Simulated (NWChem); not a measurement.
System: SiH4S; SMILES [SiH3]S

Parts of the log:

```
             Northwest Computational Chemistry Package (NWChem) 7.3.0
             --------------------------------------------------------

 C1  symmetry detected

                             Geometry "geometry" -> ""
                             -------------------------

 Output coordinates in angstroms (scale by  1.889725989 to convert to a.u.)

  No.       Tag          Charge          X              Y              Z
 ---- ---------------- ---------- -------------- -------------- --------------
    1 Si                  14.0000     0.01556828     1.02891528     0.00000032
    2 S                   16.0000     0.05943476    -1.10763400     0.00001285
    3 H                    1.0000    -0.66274947     1.56133313     1.20893308
    4 H                    1.0000     1.43980222     1.44003012    -0.00345374
    5 H                    1.0000    -0.66870633     1.56074306    -1.20582145
    6 H                    1.0000    -1.27725845    -1.24477614     0.00013202

 Effective nuclear repulsion energy (a.u.)      89.2443220958

  pbe96 is a nonlocal functional; adding pw91lda local functional.

                                 NWChem DFT Module
                                 -----------------

 Summary of "ao basis" -> "ao basis" (spherical)
 ------------------------------------------------------------------------------
       Tag                 Description            Shells   Functions and Types
 ---------------- ------------------------------  ------  ---------------------
 Si                          6-31g*                  8       18   4s3p1d
 S                           6-31g*                  8       18   4s3p1d
 H                           6-31g*                  2        2   2s

            General Information
            -------------------
          SCF calculation type: DFT
          Wavefunction type:  closed shell.
          No. of atoms     :     6
          No. of electrons :    34
           Alpha electrons :    17
            Beta electrons :    17
          Charge           :     0
          Spin multiplicity:     1
          Use of symmetry is: off; symmetry adaption is: off
          Maximum number of iterations: 150
          AO basis - number of functions:    44
                     number of shells:    24
          Convergence on energy requested:  1.00D-06
          Convergence on density requested:  1.00D-05
          Convergence on gradient requested:  5.00D-04

              XC Information
              --------------
                     Hartree-Fock (Exact) Exchange  1.000
                     LC-wPBE(h)Exchange Functional  1.000
            Perdew 1991 LDA Correlation Functional  1.000 local
           PerdewBurkeErnz. Correlation Functional  1.000 non-local

           Range-Separation Parameters
           ---------------------------
           Alpha           :  0.00
           Beta            :  1.00
           Gamma           :  0.20
           Short-Range HF  :     F

             Grid Information
             ----------------
          Grid used for XC integration:  medium
          Radial quadrature: Mura-Knowles
          Angular quadrature: Lebedev.
          Tag              B.-S. Rad. Rad. Pts. Rad. Cut. Ang. Pts.
          ---              ---------- --------- --------- ---------
          Si                  1.10       88           8.0       590
          S                   1.00       88           9.0       590
          H                   0.35       45          10.0       434
          Grid pruning is: on
          Number of quadrature shells:   356
          Spatial weights used:  Erf1

      Superposition of Atomic Density Guess
      -------------------------------------

 Sum of atomic energies:        -688.26591863

      Non-variational initial energy
      ------------------------------

 Total energy =    -688.807112
 1-e energy   =   -1129.453460
 2-e energy   =     351.402026
 HOMO         =      -0.312049
 LUMO         =       0.056630

   convergence    iter        energy       DeltaE   RMS-Dens  Diis-err
 ---------------- ----- ----------------- --------- --------- ---------
 d= 0,ls=0.0,diis     1   -689.7254706126 -7.79D+02  1.23D-02  2.25D-01
 d= 0,ls=0.0,diis     2   -689.7501096747 -2.46D-02  4.93D-03  3.31D-02
 d= 0,ls=0.0,diis     3   -689.7551948161 -5.09D-03  1.52D-03  3.27D-03
 d= 0,ls=0.0,diis     4   -689.7557559053 -5.61D-04  2.19D-04  6.70D-05
 d= 0,ls=0.0,diis     5   -689.7557677235 -1.18D-05  8.14D-05  2.60D-06
 d= 0,ls=0.0,diis     6   -689.7557685218 -7.98D-07  1.02D-05  5.40D-08
 d= 0,ls=0.0,diis     7   -689.7557685355 -1.38D-08  3.20D-06  6.49D-09

         Total DFT energy =     -689.755768535527
      One electron energy =    -1131.235325430955
           Coulomb energy =      400.025719218801
    Exchange-Corr. energy =      -47.790484419133
 Nuclear repulsion energy =       89.244322095760

 Numeric. integr. density =       33.999992832595

                       DFT Final Molecular Orbital Analysis
                       ------------------------------------

 Vector   15  Occ=2.000000D+00  E=-4.187734D-01
              MO Center=  5.9D-01,  9.2D-01, -2.1D-03, r^2= 2.6D+00
   Bfn.  Coefficient  Atom+Function         Bfn.  Coefficient  Atom+Function
  ----- ------------  ---------------      ----- ------------  ---------------
     7      0.375861  1 Si px                40      0.301823  4 H  s
    39      0.286342  4 H  s                 26     -0.244518  2 S  py
     8      0.169606  1 Si py                 3     -0.154949  1 Si px
    44      0.114796  6 H  s                 25     -0.102598  2 S  px
    43      0.095649  6 H  s                 22      0.094974  2 S  py

[...]
```

Level: LC-wPBE (HJS exchange hole, range parameter 0.2 per bohr)/6-31G* (spherical d), vertical spin-unrestricted ions. Coordinates come from a PBE0-D3(BJ)/def2-TZVP optimisation.

**Question.** Reconstruct the input file.

**Answer.** One answer among several that fit: the input that was run:
```
start job
memory heap 200 mb stack 900 mb global 1100 mb
geometry units angstroms noautoz
  Si     0.003674     0.991361    -0.000256
  S      0.077870    -1.144350    -0.001017
  H     -0.679957     1.513732     1.210066
  H      1.421919     1.422657    -0.006134
  H     -0.690252     1.513781    -1.204674
  H     -1.256739    -1.300457     0.001458
end
basis spherical
  * library 6-31g*
end
dft
  xc xwpbe 1.00 cpbe96 1.0 hfexch 1.00
  cam 0.2 cam_alpha 0.0 cam_beta 1.0
  iterations 150
  vectors input atomic output neutral.movecs
end
task dft energy
charge 1
dft
  odft
  mult 2
  vectors input atomic output cation.movecs
end
task dft energy
```
